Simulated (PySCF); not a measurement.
Isomers of C5H11NOS, one GFN2-xTB conformer each. Single-point energies are computed at PBE0/pcSseg-1 (PySCF, gas phase, no added dispersion term), electronic only.

| SMILES | GFN2-xTB relative energy (kcal/mol) |
| --- | --- |
| [H]/N=C\[C@@H](C)[S@](=O)CC | 19.6 |
| NC[C@@H]1CC[S@](=O)C1 | 0.0 |

Conformers: `[H]/[N:8]=[CH:7]\[C@H:5]([S@@:3]([CH2:2][CH3:1])=[O:4])[CH3:6]` with C1–C2–S3–O4 69°, C2–S3–C5–C6 -172°, S3–C5–C7–N8 -111°; `[NH2:1][CH2:2][C@@H:3]1[CH2:4][CH2:5][S@:6](=[O:7])[CH2:8]1` with H–N1–C2–C3 176° and -66°, N1–C2–C3–C4 -160°, C2–C3–C4–C5 -72°, C3–C4–C5–S6 -34°, C4–C5–S6–O7 116°, C5–S6–C8–C3 20°.

Question: What does PBE0/pcSseg-1 give for the same structures?

Answer: 
```
                     SMILES  PBE0/pcSseg-1 E (Eh)  PBE0/pcSseg-1 (kcal/mol)  GFN2-xTB (kcal/mol)  point group
      NC[C@@H]1CC[S@](=O)C1            -724.69408                       0.0                  0.0           C1
[H]/N=C\[C@@H](C)[S@](=O)CC            -724.67314                      13.1                 19.6           C1
```

Both levels put the same isomer lowest. As drawn, the higher has a C=N bond, which the lower lacks.

Question: Which frontier levels, dipoles and rotational constants go with these structures?

Answer: 
```json
{"SMILES": "NC[C@@H]1CC[S@](=O)C1", "HOMO (eV, PBE0/pcSseg-1)": "-6.40", "LUMO (eV)": "0.92", "dipole (D)": "2.73", "A, B, C (MHz)": "2602, 1381, 1145"}
{"SMILES": "[H]/N=C\\[C@@H](C)[S@](=O)CC", "HOMO (eV, PBE0/pcSseg-1)": "-6.79", "LUMO (eV)": "-0.83", "dipole (D)": "1.25", "A, B, C (MHz)": "2266, 1346, 911.4"}
```
